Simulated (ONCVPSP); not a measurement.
**What one change does to a pseudopotential (Te (Z = 52), ONCV)**

* Element: tellurium (Te)
* Generator: ONCVPSP 4.0.1
* Type: optimised norm-conserving Vanderbilt (ONCV)
* Functional: LDA (Perdew-Wang 92)
* Relativity: fully relativistic
* Frozen core: [Kr] 4d10
* Valence charge: 6
* Reference configuration: 5s1.75 5p4.25
* Partial waves: 5s: rc 1.70 bohr, ncon 5, nbas 10, qcut 3.4 1/bohr, 2 projectors, debl 3.5 Ha; 5p: rc 1.70 bohr, ncon 4, nbas 8, qcut 3.9 1/bohr, 2 projectors, debl 1.8 Ha
* Local potential: polynomial inside 1.60 bohr (lpopt 1, dvloc0 0 Ha)
* Core correction: Teter function fitted to the true core (icmod 2), fcfact 0.25

Open shells are filled in proportion to 2j + 1.

Change: local potential polynomial inside 1.60 bohr (lpopt 1, dvloc0 3 Ha).

Cutoffs: the cutoffs (Ha) at which the residual kinetic energy of the hardest occupied pseudo-wave falls to 1 and 0.1 mHa per electron; they do not see the model core or the augmentation charge, which bear on the density cutoff. Errors are all-electron minus pseudo energies relative to the spin-unpolarised reference configuration.

**Question.** Predict the effect on cutoff, ghosts and configuration errors.

**Answer.** The potential gets neither clearly harder nor softer (26 Ha and 69 Ha → 26 Ha and 69 Ha); the errors of the 4 common tests hardly move; neither file shows a bound ghost.

| quantity | base | changed |
| --- | --- | --- |
| cutoff, loose | 26 Ha | 26 Ha |
| cutoff, tight | 69 Ha | 69 Ha |
| bound ghosts | none | none |
| GHOST(+) flags under 300 eV | s at 86.8 eV | s at 118.1 eV |
| error for 5s2 5p4, meV [ΔE -2.31 eV] | -0.3 | -0.3 |
| error for 5s2 5p3, meV [ΔE 7.62 eV] | +0.1 | +0.1 |
| error for 5s2 5p2, meV [ΔE 25.82 eV] | -7.9 | -8.1 |
| error for 5s1 5p4, meV [ΔE 17.52 eV] | -9.7 | -9.8 |
| s: phases at 1.72 bohr within 0.05 rad from the reference energy up to (Ha; the scan ends near 5) | 3.2 | 4.1 |
| p3/2: phases at 1.72 bohr within 0.05 rad from the reference energy up to (Ha; the scan ends near 5) | 3.2 | 3.6 |
| p1/2: phases at 1.72 bohr within 0.05 rad from the reference energy up to (Ha; the scan ends near 5) | 3.5 | 3.8 |
| rms error of d²Exc/dni dnj with the model core, mHa | 4.96 | 4.96 |

Base: The cutoffs count occupied waves only; projector 2 of the p channel, the hardest unoccupied one, needs 89 Ha at the loose tolerance. Changed file: The cutoffs count occupied waves only; projector 2 of the p channel, the hardest unoccupied one, needs 89 Ha at the loose tolerance.
